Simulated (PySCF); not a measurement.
The same groups moved round the core (butadiene ethynyl). Isolated molecules, 0 K electronic values unless said otherwise. One relaxed conformer stands for each flexible species; it need not be the lowest. Strings in code marks are SMILES.

The vertical ionisation energy (Delta-SCF) from two functionals at the same geometries (B3LYP-D3(BJ)/def2-TZVP), both in PySCF: PBE-D3(BJ)/def2-TZVP and ωB97X-D3(BJ)/def2-TZVP. Delta-SCF ions had no search for a lower state. 

```
species        PBE-D3(BJ)/def2-TZVP (eV)
-------------  -------------------------
`C#CC(=C)C=C`                       8.61
`C#C/C=C/C=C`                       8.31
`C#C/C=C\C=C`                       8.35
```

Task: What does ωB97X-D3(BJ)/def2-TZVP give for each?

Result: 
- `C#CC(=C)C=C`: 8.87
- `C#C/C=C/C=C`: 8.51
- `C#C/C=C\C=C`: 8.55
Over these rows, drawn at random from the members with no instability flagged (it was tested for open shells, ions and some series alone), PBE minus ωB97X-D3(BJ): mean -0.22 eV, from -0.26 eV to -0.20 eV.
